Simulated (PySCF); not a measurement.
## Low-lying terms of Ru³⁴⁺ (ruthenium, charge +34)

Ground state [Ne], ¹S. Calculation: PySCF 2.14, in an even-tempered Gaussian basis (19 s from 2.08 bohr⁻², ratio 2.5; 12 p from 2.56 bohr⁻², ratio 2.5; 7 d from 1.34 bohr⁻², ratio 2.7; 3 f from 110 bohr⁻², ratio 2.7); scalar relativity by spin-free X2C-1e. Vertical excitation energies in eV without spin-orbit coupling; excited terms of each kind are numbered among those the solver found. Frozen: 1s2.

```tsv
term	leading excitation	EOM-EE-CCSD
1 3P°	2p → s	2694.7
1 1P°	2p → s	2701.0
1 3S	2p → p	2776.3
1 3D	2p → p	2787.2
1 1D	2p → p	2792.6
1 1P	2p → p	2793.4
1 3P	2p → p	2793.5
1 1S	2p → p	2836.4
2 3P°	2p → d	2886.4
1 3F°	2p → d	2891.8
1 1F°	2p → d	2898.4
1 1D°	2p → d	2900.2
2 3S	2s → s	3023.8
2 1S	2s → s	3037.4
```

The spin-orbit splitting of the hole, absent here, rivals or exceeds the spacing of these terms, so the LS terms are model states.

The solver can miss terms. The 22 highest virtual orbitals were dropped.
